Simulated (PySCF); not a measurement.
How the method changes the constants of LiAs⁺

State: ⁴Σ⁻ (quartet), unpaired electrons σ ↑, π ↑↑. Set-up: PySCF, no relativity, basis sets Li pcseg-2, As pcseg-2. De refers to Li⁺ + As in their high-spin ground configurations, without counterpoise correction. The functionals are run spin-unrestricted. A positive dipole points towards As; it is taken about the centre of mass and depends on that origin.

```
      Level  Re (Å)  ωe (cm⁻¹)  De (eV)  μ (D)
        UHF   2.778        230    0.398  -9.71
    UHF-MP2   2.735        235    0.422    n/a
UHF-SCS-MP2   2.736        235    0.423    n/a
   UHF-CCSD   2.733        235    0.425    n/a
UHF-CCSD(T)   2.731        235    0.427    n/a
        PBE   2.747        231    0.481  -9.27
       BP86   2.780        221    0.426  -9.51
     r²SCAN   2.763        228    0.413  -9.54
       PBE0   2.733        237    0.460  -9.31
    r²SCAN0   2.748        232    0.417  -9.50
      HSE06   2.738        234    0.459  -9.34
     M06-2X   2.717        241    0.474  -9.29
```

The bond length runs from 2.717 Å (M06-2X) to 2.780 Å (BP86). De spans 0.40 eV (UHF, mean field) to 0.48 eV (PBE, GGA). Correlation at CCSD(T) changes the Hartree–Fock bond energy by +0.03 eV; the triples alone change it by +0.00 eV.

Correlated steps freeze 9 core orbitals. Spin–orbit coupling is left out. For an ion De counts to the pair picked by the measured ionisation energies or electron affinities, which need not be the lowest pair at this level. The state was picked by a PBE0 search and need not be the measured ground state.

The whole job (state search and all levels along the bond) took about 2.7 min on 1 thread of Intel Xeon Platinum 8375C @ 2.90GHz (shared host), peak memory 0.78 GiB.
